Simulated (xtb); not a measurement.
Si(OSiH3)(F)(Me)2 (C2H9FOSi2), SMILES C[Si](C)(F)O[SiH3]. All values are semi-empirical tight-binding results from xtb (GFN2-xTB unless named), good for trends rather than for accurate numbers. Geometry optimised at GFN2-xTB. One conformer was computed; it need not be the lowest.

Computed properties:
```json
{
  "orbital_gap": "5.76 eV",
  "dipole_moment": "1.71 D",
  "zero_point_energy": "65.6 kcal/mol",
  "G − E(el) at 298.15 K (modified RRHO)": "41.8 kcal/mol",
  "static polarisability (D4 model)": "91.3 bohr³",
  "solvation energy, GFN2-xTB/ALPB(water)": "-0.1 kcal/mol",
  "solvation energy, GFN2-xTB/ALPB(dmso)": "-4.7 kcal/mol"
}
```
